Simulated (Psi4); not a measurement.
HNaO, singlet, geometry from GFN2-xTB (such geometries of metal compounds can be far from the true shape). Base run: B3LYP/def2-SV(P) (Psi4).

Psi4 was given this input:
```
memory 2 GB

molecule mol {
0 1
  Na   -0.607087   -0.345670   -0.499162
  O     0.685963    0.344731    0.564711
  H     1.190254    1.044526    0.973099
}

set basis def2-sv(p)
set reference rks

energy('b3lyp')
print_variables()
```

Each row names what was changed in the base input (with any setting that the change needs).

| change | basis functions | E (Eh) | dipole (D) |
|---|---|---|---|
| base | 31 | -237.99877 | 5.27 |
| basis = STO-3G | 15 | -234.93360 | 5.49 |
| basis = 6-31G | 24 | -238.09225 | 4.98 |
| basis = 6-31G* | 36 | -238.10527 | 5.11 |
| basis = 6-31+G* | 44 | -238.12469 | 6.11 |
| basis = def2-SVPD | 49 | -238.02928 | 6.31 |
| basis = aug-cc-pVDZ | 59 | -238.15025 | 6.28 |
| basis = pcseg-2 | 63 | -238.17950 | 5.98 |
| basis = cc-pVTZ | 78 | -238.17182 | 5.97 |
| basis = def2-TZVPD | 84 | -238.17506 | 6.14 |
| basis = def2-QZVP | 133 | -238.18553 | 6.02 |
| basis = cc-pVQZ | 144 | -238.18324 | 6.07 |
| basis = def2-QZVPP | 145 | -238.18630 | 5.99 |

Totals compare only among sets that treat the same electrons; sets with core potentials leave the core out.
